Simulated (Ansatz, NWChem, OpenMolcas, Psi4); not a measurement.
## Errors in the atomisation enthalpy at 298 K

9 molecules holding an element from Na to Cl; the atomisation enthalpy at 298 K in kJ/mol, computed less measured. Shapes, held fixed at every level: PBE0-D4/def2-TZVP. Flexible molecules stand in one conformer, not always the lowest. Thermal terms are harmonic and unscaled (PBE0-D4/def2-TZVP); the spin-orbit lowering of the free atoms is taken from their spectra. Programs: Ansatz 0.2.0, NWChem 7.3.0, OpenMolcas 26.06, Psi4 1.11. A level may come from different programs for different species; with the same settings they agree closely. Measured values: Active Thermochemical Tables, NIST-JANAF tables.

Levels: A = HF/6-311+G**; B = B3LYP/6-31G* (spherical functions); C = CCSD(T)/def2-SVP; D = CCSD(T)/6-311+G**.

```csv
molecule,from tabulated heats,A,B,C,D
BCl3 (SMILES ClB(Cl)Cl),1337,-342,-45,-65,-79
S2F2 (Difluorodisulfane),1049,-730,-122,-266,-262
PF3 (phosphorus trifluoride),1513,-685,-83,-237,-248
SO3 (sulfur trioxide),1420,-1087,-215,-368,-362
CHClF2 (difluorochloromethane),1698,-608,-18,-111,-132
SiH2Cl2 (SMILES Cl[SiH2]Cl),1449,-396,-86,-138,-135
SO2F2 (sulfuryl fluoride),1693,-1155,-212,-410,-422
SF4 (sulfur tetrafluoride),1358,-949,-94,-297,-334
C2H5Cl (SMILES CCCl),2756,-726,-17,-133,-154
```

Problem. Which level does best on this set, which worst, and which err to one side?

Solution. 
| level | kind | mean error | mean absolute error | worst case |
| --- | --- | --- | --- | --- |
| HF/6-311+G** | Hartree–Fock | -742.0 | 742.0 | SO2F2 |
| B3LYP/6-31G* (spherical functions) | global hybrid | -99.1 | 99.1 | SO3 |
| CCSD(T)/def2-SVP | coupled cluster or CI | -225.0 | 225.0 | SO2F2 |
| CCSD(T)/6-311+G** | coupled cluster or CI | -236.4 | 236.4 | SO2F2 |

On this set B3LYP/6-31G* (spherical functions) has the smallest mean absolute error and HF/6-311+G** the largest. HF/6-311+G** is too low in 9 of 9; B3LYP/6-31G* (spherical functions) is too low in 9 of 9; CCSD(T)/def2-SVP is too low in 9 of 9; CCSD(T)/6-311+G** is too low in 9 of 9. The heats of PF3, SiH2Cl2 come from older tables and can be uncertain by 10 kJ/mol or more. The tabulated values of BCl3, S2F2, SO2F2, SF4 are in doubt (older tables, estimates, or at odds with other calculations) and kept here. Over the 5 molecules whose values aren't doubted the mean absolute errors are A 700.4; B 83.8; C 197.4; D 206.2. A functional in a double-zeta set wins here by errors that cancel. Hartree–Fock lacks correlation and underbinds. Correlated wave functions converge slowly with the basis. The set is small.
